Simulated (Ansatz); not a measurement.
Ansatz (an electronic-structure program) input (HF/6-31G*):

Ansatz 0.2 input:
```yaml
crystal:
  periodic: [false, false, false]
  atoms:
    - {symbol: C, position_ang: [-1.87556572, -0.18582269, 0.29531725]}
    - {symbol: C, position_ang: [-0.65482531, 0.14435212, -0.25798232]}
    - {symbol: F, position_ang: [-0.62432717, 0.81202430, -1.40983816]}
    - {symbol: C, position_ang: [0.58242678, -0.14879009, 0.26466185]}
    - {symbol: F, position_ang: [1.71099319, 0.18249549, -0.29180177]}
    - {symbol: F, position_ang: [0.73477676, -0.79824607, 1.38755403]}
    - {symbol: H, position_ang: [-1.92614819, -0.72254015, 1.22089975]}
    - {symbol: H, position_ang: [-2.77905123, 0.09764064, -0.20610740]}
basis:
  gaussian:
    orbitals: 6-31G*
hamiltonian:
  xc: {name: HF}
magnetization: {spin_polarized: true, initial_magnetization: 1}
phonons: {temperatures: {t_min: 298.15, t_max: 298.15, t_step: 100}}
```

Output:

```
Functional definition: HF
integrals: 0.04 GiB planned
971 factors; integrals over basis functions are off by at most 4.3e-4 eV
mean field: 0.46 GiB planned
mean field evaluation 1: about -11233.9143 eV, gradient 2.9e1 eV
mean field evaluation 2: about -11234.0036 eV, gradient 2.9e1 eV
mean field evaluation 4: about -11238.1728 eV, gradient 3.8e0 eV
mean field evaluation 8: about -11238.5610 eV, gradient 4.8e-1 eV
mean field evaluation 16: about -11238.5658 eV, gradient 2.2e-5 eV
mean field -11238.56576153 eV, -413.0096739627 hartree, gradient 2.2e-5 eV, S^2 0.951986; 0 other end points of the search recorded, 0 dependent functions left out
the calculation of the forces begins
reference -11238.56576153 eV, -413.0096739627 hartree; 24, 23 occupied and 70, 71 virtual orbitals, 971 factors
these checks for a lower state are left out or cut short: stability, starts, cluster_reference, orbital_swaps, neighbouring_geometries, increment
integrals: 0.04 GiB planned
971 factors; integrals over basis functions are off by at most 4.4e-4 eV
mean field: 0.46 GiB planned
mean field -11238.56553183 eV, -413.0096655216 hartree, gradient 3.2e-6 eV, S^2 0.951539; 0 other end points of the search recorded, 0 dependent functions left out
the calculation of the forces begins
reference -11238.56553183 eV, -413.0096655216 hartree; 24, 23 occupied and 70, 71 virtual orbitals, 971 factors
these checks for a lower state are left out or cut short: stability, starts, cluster_reference, orbital_swaps, neighbouring_geometries, increment
integrals: 0.04 GiB planned
971 factors; integrals over basis functions are off by at most 4.3e-4 eV
mean field: 0.46 GiB planned
mean field -11238.56553030 eV, -413.0096654651 hartree, gradient 3.1e-6 eV, S^2 0.952434; 0 other end points of the search recorded, 0 dependent functions left out
the calculation of the forces begins
reference -11238.56553030 eV, -413.0096654651 hartree; 24, 23 occupied and 70, 71 virtual orbitals, 971 factors
these checks for a lower state are left out or cut short: stability, starts, cluster_reference, orbital_swaps, neighbouring_geometries, increment
integrals: 0.04 GiB planned
971 factors; integrals over basis functions are off by at most 4.3e-4 eV
mean field: 0.46 GiB planned
mean field evaluation 32: about -11238.5656 eV, gradient 1.0e-1 eV
mean field -11238.56564351 eV, -413.0096696258 hartree, gradient 3.1e-6 eV, S^2 0.951302; 0 other end points of the search recorded, 0 dependent functions left out
the calculation of the forces begins
reference -11238.56564351 eV, -413.0096696258 hartree; 24, 23 occupied and 70, 71 virtual orbitals, 971 factors
these checks for a lower state are left out or cut short: stability, starts, cluster_reference, orbital_swaps, neighbouring_geometries, increment
integrals: 0.04 GiB planned
971 factors; integrals over basis functions are off by at most 4.3e-4 eV
mean field: 0.46 GiB planned
mean field -11238.56563954 eV, -413.0096694799 hartree, gradient 3.0e-6 eV, S^2 0.952668; 0 other end points of the search recorded, 0 dependent functions left out
the calculation of the forces begins
reference -11238.56563954 eV, -413.0096694799 hartree; 24, 23 occupied and 70, 71 virtual orbitals, 971 factors
these checks for a lower state are left out or cut short: stability, starts, cluster_reference, orbital_swaps, neighbouring_geometries, increment
integrals: 0.04 GiB planned
971 factors; integrals over basis functions are off by at most 4.3e-4 eV
mean field: 0.46 GiB planned
mean field -11238.56552194 eV, -413.0096651579 hartree, gradient 2.8e-6 eV, S^2 0.952962; 0 other end points of the search recorded, 0 dependent functions left out
the calculation of the forces begins
reference -11238.56552194 eV, -413.0096651579 hartree; 24, 23 occupied and 70, 71 virtual orbitals, 971 factors
these checks for a lower state are left out or cut short: stability, starts, cluster_reference, orbital_swaps, neighbouring_geometries, increment
integrals: 0.04 GiB planned
971 factors; integrals over basis functions are off by at most 4.3e-4 eV
mean field: 0.46 GiB planned
mean field -11238.56553282 eV, -413.0096655578 hartree, gradient 2.5e-6 eV, S^2 0.951017; 0 other end points of the search recorded, 0 dependent functions left out
the calculation of the forces begins
reference -11238.56553282 eV, -413.0096655578 hartree; 24, 23 occupied and 70, 71 virtual orbitals, 971 factors
these checks for a lower state are left out or cut short: stability, starts, cluster_reference, orbital_swaps, neighbouring_geometries, increment
integrals: 0.04 GiB planned
971 factors; integrals over basis functions are off by at most 4.3e-4 eV
mean field: 0.46 GiB planned
mean field -11238.56565101 eV, -413.0096699013 hartree, gradient 6.2e-6 eV, S^2 0.951796; 0 other end points of the search recorded, 0 dependent functions left out
[...]
reference -11238.56569471 eV, -413.0096715071 hartree; 24, 23 occupied and 70, 71 virtual orbitals, 971 factors
these checks for a lower state are left out or cut short: stability, starts, cluster_reference, orbital_swaps, neighbouring_geometries, increment
integrals: 0.04 GiB planned
971 factors; integrals over basis functions are off by at most 4.3e-4 eV
mean field: 0.46 GiB planned
mean field -11238.56559785 eV, -413.0096679475 hartree, gradient 2.2e-6 eV, S^2 0.951740; 0 other end points of the search recorded, 0 dependent functions left out
the calculation of the forces begins
reference -11238.56559785 eV, -413.0096679475 hartree; 24, 23 occupied and 70, 71 virtual orbitals, 971 factors
these checks for a lower state are left out or cut short: stability, starts, cluster_reference, orbital_swaps, neighbouring_geometries, increment
integrals: 0.04 GiB planned
971 factors; integrals over basis functions are off by at most 4.3e-4 eV
mean field: 0.46 GiB planned
mean field evaluation 160: about -11238.5656 eV, gradient 1.9e-6 eV
mean field -11238.56559924 eV, -413.0096679986 hartree, gradient 1.9e-6 eV, S^2 0.952230; 0 other end points of the search recorded, 0 dependent functions left out
the calculation of the forces begins
reference -11238.56559924 eV, -413.0096679986 hartree; 24, 23 occupied and 70, 71 virtual orbitals, 971 factors
these checks for a lower state are left out or cut short: stability, starts, cluster_reference, orbital_swaps, neighbouring_geometries, increment
integrals: 0.04 GiB planned
971 factors; integrals over basis functions are off by at most 4.3e-4 eV
mean field: 0.46 GiB planned
mean field -11238.56574691 eV, -413.0096734256 hartree, gradient 1.5e-6 eV, S^2 0.951964; 0 other end points of the search recorded, 0 dependent functions left out
the calculation of the forces begins
reference -11238.56574691 eV, -413.0096734256 hartree; 24, 23 occupied and 70, 71 virtual orbitals, 971 factors
these checks for a lower state are left out or cut short: stability, starts, cluster_reference, orbital_swaps, neighbouring_geometries, increment
integrals: 0.04 GiB planned
971 factors; integrals over basis functions are off by at most 4.3e-4 eV
mean field: 0.46 GiB planned
mean field -11238.56574590 eV, -413.0096733885 hartree, gradient 1.2e-6 eV, S^2 0.952010; 0 other end points of the search recorded, 0 dependent functions left out
the calculation of the forces begins
reference -11238.56574590 eV, -413.0096733885 hartree; 24, 23 occupied and 70, 71 virtual orbitals, 971 factors
these checks for a lower state are left out or cut short: stability, starts, cluster_reference, orbital_swaps, neighbouring_geometries, increment
integrals: 0.04 GiB planned
971 factors; integrals over basis functions are off by at most 4.3e-4 eV
mean field: 0.46 GiB planned
mean field -11238.56563692 eV, -413.0096693834 hartree, gradient 2.0e-6 eV, S^2 0.951955; 0 other end points of the search recorded, 0 dependent functions left out
the calculation of the forces begins
reference -11238.56563692 eV, -413.0096693834 hartree; 24, 23 occupied and 70, 71 virtual orbitals, 971 factors
these checks for a lower state are left out or cut short: stability, starts, cluster_reference, orbital_swaps, neighbouring_geometries, increment
integrals: 0.04 GiB planned
971 factors; integrals over basis functions are off by at most 4.4e-4 eV
mean field: 0.46 GiB planned
mean field -11238.56563547 eV, -413.0096693300 hartree, gradient 2.0e-6 eV, S^2 0.952018; 0 other end points of the search recorded, 0 dependent functions left out
the calculation of the forces begins
reference -11238.56563547 eV, -413.0096693300 hartree; 24, 23 occupied and 70, 71 virtual orbitals, 971 factors
these checks for a lower state are left out or cut short: stability, starts, cluster_reference, orbital_swaps, neighbouring_geometries, increment
integrals: 0.04 GiB planned
971 factors; integrals over basis functions are off by at most 4.3e-4 eV
mean field: 0.46 GiB planned
mean field evaluation 192: about -11238.5658 eV, gradient 2.3e-6 eV
mean field -11238.56575087 eV, -413.0096735709 hartree, gradient 2.3e-6 eV, S^2 0.951977; 0 other end points of the search recorded, 0 dependent functions left out
the calculation of the forces begins
reference -11238.56575087 eV, -413.0096735709 hartree; 24, 23 occupied and 70, 71 virtual orbitals, 971 factors
these checks for a lower state are left out or cut short: stability, starts, cluster_reference, orbital_swaps, neighbouring_geometries, increment
integrals: 0.04 GiB planned
971 factors; integrals over basis functions are off by at most 4.3e-4 eV
mean field: 0.46 GiB planned
mean field -11238.56574924 eV, -413.0096735112 hartree, gradient 2.2e-6 eV, S^2 0.951996; 0 other end points of the search recorded, 0 dependent functions left out
the calculation of the forces begins
reference -11238.56574924 eV, -413.0096735112 hartree; 24, 23 occupied and 70, 71 virtual orbitals, 971 factors
these checks for a lower state are left out or cut short: stability, starts, cluster_reference, orbital_swaps, neighbouring_geometries, increment
integrals: 0.04 GiB planned
971 factors; integrals over basis functions are off by at most 4.3e-4 eV
mean field: 0.46 GiB planned
mean field -11238.56571431 eV, -413.0096722273 hartree, gradient 2.3e-6 eV, S^2 0.951992; 0 other end points of the search recorded, 0 dependent functions left out
the calculation of the forces begins
reference -11238.56571431 eV, -413.0096722273 hartree; 24, 23 occupied and 70, 71 virtual orbitals, 971 factors
these checks for a lower state are left out or cut short: stability, starts, cluster_reference, orbital_swaps, neighbouring_geometries, increment
integrals: 0.04 GiB planned
971 factors; integrals over basis functions are off by at most 4.3e-4 eV
mean field: 0.46 GiB planned
mean field -11238.56571196 eV, -413.0096721410 hartree, gradient 2.2e-6 eV, S^2 0.951980; 0 other end points of the search recorded, 0 dependent functions left out
the calculation of the forces begins
reference -11238.56571196 eV, -413.0096721410 hartree; 24, 23 occupied and 70, 71 virtual orbitals, 971 factors
these checks for a lower state are left out or cut short: stability, starts, cluster_reference, orbital_swaps, neighbouring_geometries, increment
integrals: 0.04 GiB planned
971 factors; integrals over basis functions are off by at most 4.3e-4 eV
mean field: 0.46 GiB planned
mean field -11238.56571323 eV, -413.0096721878 hartree, gradient 2.0e-6 eV, S^2 0.951960; 0 other end points of the search recorded, 0 dependent functions left out
the calculation of the forces begins
reference -11238.56571323 eV, -413.0096721878 hartree; 24, 23 occupied and 70, 71 virtual orbitals, 971 factors
these checks for a lower state are left out or cut short: stability, starts, cluster_reference, orbital_swaps, neighbouring_geometries, increment
integrals: 0.04 GiB planned
971 factors; integrals over basis functions are off by at most 4.3e-4 eV
mean field: 0.46 GiB planned
mean field evaluation 224: about -11238.5657 eV, gradient 2.2e-6 eV
mean field -11238.56571144 eV, -413.0096721220 hartree, gradient 2.2e-6 eV, S^2 0.952013; 0 other end points of the search recorded, 0 dependent functions left out
the calculation of the forces begins
reference -11238.56571144 eV, -413.0096721220 hartree; 24, 23 occupied and 70, 71 virtual orbitals, 971 factors
WARN: phonons: modes at or below zero, which the zero-point energy, F, S and C_V leave out: 1, the lowest at -157.26 cm⁻¹ …
Total energy: -11238.56576153 eV, -413.0096739627 hartree
Atom 0 at    -1.875566    -0.185823     0.295317 Å, force     0.001187     0.000045    -0.000061 eV/Å
Atom 1 at    -0.654825     0.144352    -0.257982 Å, force     0.000358    -0.000950     0.001644 eV/Å
Atom 2 at    -0.624327     0.812024    -1.409838 Å, force     0.000004    -0.000141     0.000244 eV/Å
Atom 3 at     0.582427    -0.148790     0.264662 Å, force    -0.002415     0.000676    -0.001199 eV/Å
Atom 4 at     1.710993     0.182495    -0.291802 Å, force    -0.000410    -0.000157     0.000265 eV/Å
Atom 5 at     0.734777    -0.798246     1.387554 Å, force     0.000297     0.000026    -0.000041 eV/Å
Atom 6 at    -1.926148    -0.722540     1.220900 Å, force     0.000457     0.000266    -0.000453 eV/Å
Atom 7 at    -2.779051     0.097641    -0.206107 Å, force     0.000522     0.000235    -0.000399 eV/Å
Dipole moment:    -0.295363    -0.101593     0.171334 e Å
Vibrations: -157.26 161.77 230.91 394.12 455.20 541.29 586.69 592.65 720.88 817.76 1021.91 1261.24 1447.52 1505.31 1610.21 1693.46 3369.35 3475.35 cm⁻¹, zero-point energy 1.232751 eV
```

The blocks after the first are displaced geometries, from whose forces the wavenumbers follow.

The determinant is spin-contaminated: <S^2> is 0.95 against 0.75 for a pure state.
